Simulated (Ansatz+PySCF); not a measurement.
singlet Li(+): levels of theory in one basis

A single Li atom.

Basis set: def2-SVP (spherical functions). All electrons are correlated. Charge 1, multiplicity 1.

Computed with Ansatz (development build ahead of 0.2.0); each method stands on the lowest determinant of its kind that the runs found.

```
     method  E − E(RHF) (eV)  <S²> of the determinant
        RHF             0.00                     0.00
    RHF-MP2            -0.05                        –
   RHF-CCSD            -0.06                        –
RHF-CCSD(T)            -0.06                        –
```

Question: Is a single determinant a sound starting point here?

Answer: By this sign, yes. Unrestricted orbitals gain 0.00 eV and <S²> is 0.00 against 0.00 for a pure state.
